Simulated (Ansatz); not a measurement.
Basis sets compared for Ga6N6H18, a cluster cut from wurtzite GaN (hydrogen-capped). Total charge 0; singlet. Geometry PBE-D4/def2-SVP. Ansatz on 2 threads of AMD EPYC 7R13 on a shared host and a share (18 GiB) of an NVIDIA H100 80GB HBM3; times are rough, and most runs start from earlier orbitals.

```xyz
30

N     2.094   -1.194   -0.169
Ga    0.850   -1.526    1.378
Ga    1.489    1.704    1.219
N     0.344    0.233    1.986
N    -0.789   -2.238    0.452
Ga   -1.641    0.570    1.895
Ga    1.507    0.054   -1.635
N     0.935    1.652   -0.718
N    -0.196   -0.812   -2.268
Ga   -1.686   -1.101   -0.946
Ga   -0.996    2.120   -1.059
N    -1.931    0.615   -0.099
H     2.898   -0.704    0.263
H     2.479   -2.072   -0.546
H     1.451   -2.595    2.371
H     3.005    1.148    1.259
H     1.122    3.094    1.868
H     0.552    0.264    2.997
H    -0.656   -3.207    0.129
H    -1.494   -2.296    1.211
H    -2.343   -0.790    2.412
H    -2.003    1.962    2.544
H     2.578    0.113   -2.793
H     1.456    2.435   -1.143
H    -0.011   -1.657   -2.826
H    -0.589   -0.122   -2.934
H    -2.895   -1.866   -1.611
H    -1.358    3.510   -0.407
H    -1.241    1.858   -2.634
H    -2.932    0.848   -0.196
```

Single mean-field runs in def2-TZVP are fitted with def2-universal-jkfit.

Binding counts from free atoms (N quartet, Ga doublet, H doublet) in the same basis, without a counterpoise term.

| level | functions | energy (Eh) | HOMO (eV) | LUMO (eV) | binding per atom (eV) | wall time |
| --- | --- | --- | --- | --- | --- | --- |
| PBE-D4/def2-SVP | 366 | -11884.9595 | -5.94 | -0.92 | 3.24 | 5.5 s |
| PBE0-D4/def2-SVP | 366 | -11885.2432 | -7.17 | -0.07 | 3.20 | 6 s |

Problem. Estimate the rows for PBE-D4/def2-TZVP, PBE0-D4/def2-TZVP (with forces).

Solution. 
| level | functions | energy (Eh) | HOMO (eV) | LUMO (eV) | binding per atom (eV) | wall time |
| --- | --- | --- | --- | --- | --- | --- |
| PBE-D4/def2-TZVP | 582 | -11886.8236 | -6.04 | -1.28 | 3.22 | 4.6 s |
| PBE0-D4/def2-TZVP (with forces) | 582 | -11887.0948 | -7.23 | -0.48 | 3.18 | 6.5 s |
